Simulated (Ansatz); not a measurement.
Basis-set extrapolation for CH$_{4}$AlBO, SMILES `C[B]1[O][AlH]1` (PBE0-D4/def2-TZVP geometry, frozen core, Ansatz). Multiplicity 1, RHF reference.

```json
{"": "HF", "def2-TZVPP": "-381.752442", "def2-QZVPP": "-381.766352"}
{"": "MP2 correlation", "def2-TZVPP": "-0.580440", "def2-QZVPP": "-0.621574"}
{"": "CCSD(T) correlation", "def2-TZVPP": "-0.634604", "def2-QZVPP": "not run"}
```

Energies in hartree. Use E(X) = E(∞) + A·exp(−7.88·√X) for Hartree–Fock and E(X) = E(∞) + B·X^(−2.97) for correlation, with X = 3 and 4, and add CCSD(T) minus MP2 of the smaller set to the MP2 limit.

Q: What is the CCSD(T) energy at the basis-set limit?

A: HF limit: -381.766352 + (-0.013910) × 0.13774 = -381.76827. MP2 limit: -0.621574 + (-0.041134) × 0.74074 = -0.65204. Higher-order term: -0.634604 − (-0.580440) = -0.05416. Total: -382.47447 hartree, 2.38 eV below CCSD(T)/def2-TZVPP.
